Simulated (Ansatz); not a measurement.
Computed with Ansatz on PBE0-D4/def2-TZVP structures; ΔE is electronic, products minus reactants. CCSD(T)/CBS adds triple-zeta CCSD(T) − MP2 to the extrapolated MP2 energy (def2 sets, frozen cores). def2 core potentials past Kr. For Br, Te outer-core shells are correlated without core-valence functions, which leaves a few kJ/mol of doubt a bond. Scalar relativity is left out up to krypton. One conformer a species, not always the lowest.

Reaction (redistribution): `[SiH3]C[SiH2][TeH]` + `BrC1O[SiH2]1` → `[SiH3]C[SiH2]Br` + `[TeH]C1O[SiH2]1`

| level | ΔE (kJ/mol) |
| --- | --- |
| CCSD/def2-TZVPP | -55.4 |
| HF/def2-QZVPP | -62.4 |
| MP2/def2-QZVPP | -57.2 |
| HF/CBS(def2) | -62.6 |

What does CCSD(T)/CBS give? (Estimate.)

Computed: -56.7 kJ/mol. The listed levels differ from it by 1.3, -5.7, -0.5, -5.9 kJ/mol.

Largest T1 diagnostic among the species: 0.014.

In def2-TZVPP, CCSD(T) changes the Hartree–Fock value by +6.9 kJ/mol (the triples alone add +1.3 kJ/mol) and MP2 by +5.7 kJ/mol. The D4 term adds +4.1 kJ/mol with B3LYP and +2.4 kJ/mol with PBE0; it sums over pairs of atoms, weighted by their polarisabilities, and B3LYP, whose exchange is more repulsive, gets the larger term.

B3LYP here is the variant with VWN-RPA as its local correlation; programs differ in this.
